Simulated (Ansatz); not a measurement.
`[NH2][AlH][SiH2]S` and `[CH3][AlH][SiH2]S` differ in one atom or group.

Ansatz, PBE0-D4/def2-TZVP geometries, multiplicity 1. Each molecule was computed in one conformer, which needn't be the lowest.

| property | `[NH2][AlH][SiH2]S` |
| --- | --- |
| HOMO–LUMO gap (B3LYP/def2-TZVPP) / eV | 5.28 |
| LUMO energy (PBE0/def2-TZVPP) / eV | -1.27 |
| HOMO–LUMO gap (ωB97M-V/def2-TZVPP) / eV | 9.36 |
| HOMO energy (PBE/def2-TZVPP) / eV | -5.79 |
| size of the dipole moment (B3LYP/def2-TZVPP) / D | 2.36 |
| LUMO energy (PBE/def2-TZVPP) / eV | -2.00 |

Give the same properties after the change, and the shifts. (Estimate.)

The calculation gave: 
```csv
property,`[CH3][AlH][SiH2]S`,shift
HOMO–LUMO gap (B3LYP/def2-TZVPP) / eV,4.99,-0.29
LUMO energy (PBE0/def2-TZVPP) / eV,-1.81,-0.54
HOMO–LUMO gap (ωB97M-V/def2-TZVPP) / eV,9.24,-0.12
HOMO energy (PBE/def2-TZVPP) / eV,-6.02,-0.23
size of the dipole moment (B3LYP/def2-TZVPP) / D,1.65,-0.71
LUMO energy (PBE/def2-TZVPP) / eV,-2.57,-0.57
```

With PBE0 the HOMO falls by 0.32 eV and the LUMO falls by 0.54 eV, so the gap narrows by about 0.22 eV. PBE moves the HOMO by -0.23 eV and ωB97M-V by -0.46 eV. Dipoles are sizes alone; their direction can turn.

B3LYP here is the variant with VWN-RPA as its local correlation; programs differ in this.
